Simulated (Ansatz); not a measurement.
Molecule: HS2, charge -1, multiplicity 1. 
Coordinates optimised at B3LYP-D3(BJ)/def2-TZVP (Ansatz, an electronic-structure program):
```
S
H 1 1.3545
S 1 2.1097 2 102.24
```
Charge -1, spin multiplicity 1.

Basis-set convergence of Hartree-Fock and CCSD correlation energies (hartree) with Ansatz. Correlated levels leave the core frozen unless marked. Spin-orbit coupling is left out. Non-relativistic. This anion needs diffuse functions, which these sets lack.

```csv
basis,functions,E(HF),"E(corr, CCSD)"
def2-SVP,41,-795.39094,-0.28287
def2-TZVPP,98,-795.68539,-0.39119
def2-QZVPP,170,[?],[?]
```

### Question
What belongs in the gaps?

### Answer

- def2-QZVPP, E(HF): -795.71289
- def2-QZVPP, E(corr, CCSD): -0.42260
